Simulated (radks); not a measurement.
The terbium ion Tb3+, configuration [Xe] 4f8 (the NIST ground configuration). Calculated with a radial shooting solver on a logarithmic mesh with Libxc functionals: Dirac Kohn-Sham, BLYP, spin-unpolarised, spherical densities, finite nucleus; open shells fill j = l - 1/2 first; Fermi nuclear charge, rms radius 5.06 fm.

Radial electron density D(r) = 4 pi r^2 rho(r):

| r (bohr) | D(r) (e/bohr) |
|---|---|
| 0.0007738 | 2.922 |
| 0.001024 | 4.636 |
| 0.001355 | 7.274 |
| 0.001778 | 11.12 |
| 0.002353 | 16.89 |
| 0.003113 | 25.05 |
| 0.004119 | 35.98 |
| 0.005407 | 49.14 |
| 0.007154 | 64.21 |
| 0.009465 | 78.25 |
| 0.01252 | 87.45 |
| 0.01644 | 88.73 |
| 0.02175 | 83.19 |
| 0.02878 | 78.63 |
| 0.03808 | 85.75 |
| 0.04998 | 103.8 |
| 0.06613 | 115.2 |
| 0.0875 | 103.3 |
| 0.1158 | 87.36 |
| 0.152 | 95.16 |
| 0.2011 | 100.3 |
| 0.266 | 68.47 |
| 0.352 | 43.87 |
| 0.4657 | 51.05 |
| 0.6113 | 45.48 |
| 0.8088 | 24.95 |
| 1.07 | 14.14 |
| 1.416 | 9.314 |
| 1.859 | 4.321 |
| 2.459 | 1.060 |
| 3.254 | 0.1237 |
| 4.305 | 0.005597 |

D(r) has 4 maxima, at r = 0.0149, 0.0661, 0.184, 0.505 bohr, and minima at 0.0288, 0.121, 0.363 bohr, inside which lie 2.01, 11.20, 29.46 electrons.
